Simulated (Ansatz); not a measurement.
## Two structures, one formula

Two relaxed structures of CH₂GaS (charge +1), singlet (PBE0-D4/def2-TZVP; forces vanish, vibrations not checked).

A:

S1  (1.758, -1.377, 1.401)
C2  (0.763, -0.599, 0.609)
Ga3  (-0.639, 0.500, -0.509)
H4  (-1.810, -0.443, -0.825)
H5  (-0.073, 1.919, -0.676)
(Å)

B:

S1  (0.577, -1.414, 0.671)
C2  (1.310, 0.020, 0.936)
Ga3  (-0.010, 0.725, -0.217)
H4  (2.180, 0.209, 1.562)
H5  (-1.098, 1.220, -1.149)
(Å)

Ansatz 0.2.0; basis: def2-TZVPP; cores frozen in the correlated methods. Filled d shells of the heavier atoms are correlated. The def2 sets are not built for correlating such inner shells, so the correlated values are less sure here. B3LYP uses VWN-RPA correlation.

Q: Which structure is lower at CCSD(T), and by how much? (An estimate is asked for; the value comes from the calculation.)

A: By the calculation: B, by 0.204 eV (electronic energy, against the other). By their contacts, A is CH₂GaS ([S][C][GaH2]), total charge +1 and B is CH₂GaS ([CH]1[S][GaH]1), total charge +1.

All methods give the same order:

```csv
method,E(B) − E(A) (eV)
PBE-D4,-0.511
r2SCAN-D4,-0.441
PBE0-D4,-0.552
B3LYP-D4,-0.324
wB97M-V,-0.342
HF,-0.152
MP2,-0.189
CCSD,-0.217
CCSD(T),-0.204
```

No T1 diagnostic of these runs exceeds 0.018. The restricted Hartree–Fock reference is unstable towards an unrestricted one at one or more of these structures.

Labels in which every atom is bracketed show which atoms are joined, not bond orders.

For scale, one of the runs: CCSD(T)/def2-TZVPP, 149 basis functions, launched by `ansatz run in.yaml --threads 2 --pin off --events-out ev --progress --plain --max-ram 4352MiB`. The run took 25 s on 2 CPU threads of an Arm Neoverse V2 (shared host), with 0.89 GiB of host memory at its peak.
